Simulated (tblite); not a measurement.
Isomers of C5H6ClF3O. All values are computed: GFN2-xTB (tblite) harmonic vibrations without scaling, gas phase. The method is semi-empirical: single wavenumbers can be off by several per cent or more. One conformer each.

Electronic energies: GFN2-xTB at the same geometries; isomer energies are rough at this level and their order can be wrong.

| SMILES | electronic energy, lowest = 0 (kcal/mol) |
| --- | --- |
| CO/C(=C/Cl)CC(F)(F)F | 17.7 |
| CC[C@H](F)C(F)(F)C(=O)Cl | 18.8 |
| C[C@@H](CC(F)(F)F)C(=O)Cl | 0.0 |

Q: How do GFN2-xTB zero-point energies change the relative energies?

A: 
```tsv
SMILES	ZPE (kcal/mol)	of it from modes above 1550 cm⁻¹	electronic (kcal/mol)	with ZPE, lowest = 0 (kcal/mol)	lowest mode (cm⁻¹)	rings
C[C@@H](CC(F)(F)F)C(=O)Cl	66.7	28.5	0.0	0.0	32	0
CO/C(=C/Cl)CC(F)(F)F	65.8	28.3	17.7	16.9	27	0
CC[C@H](F)C(F)(F)C(=O)Cl	66.3	28.4	18.8	18.4	29	0
```

The zero-point energies span 0.9 kcal/mol, from `CO/C(=C/Cl)CC(F)(F)F` to `C[C@@H](CC(F)(F)F)C(=O)Cl`. The order is unchanged.

Q: What do entropy and thermal enthalpy add at 298.15 K and 1 bar (rigid rotor, harmonic oscillator, one conformer each)?

A: 
| SMILES | point group | symmetry number | S (cal/(mol K)) | H − H(0) (kcal/mol) | ZPE + H − H(0) − TS (kcal/mol) |
| --- | --- | --- | --- | --- | --- |
| C[C@@H](CC(F)(F)F)C(=O)Cl | C1 | 1 | 105.4 | 7.34 | 42.6 |
| CO/C(=C/Cl)CC(F)(F)F | C1 | 1 | 105.6 | 7.39 | 41.8 |
| CC[C@H](F)C(F)(F)C(=O)Cl | C1 | 1 | 106.7 | 7.55 | 42.1 |
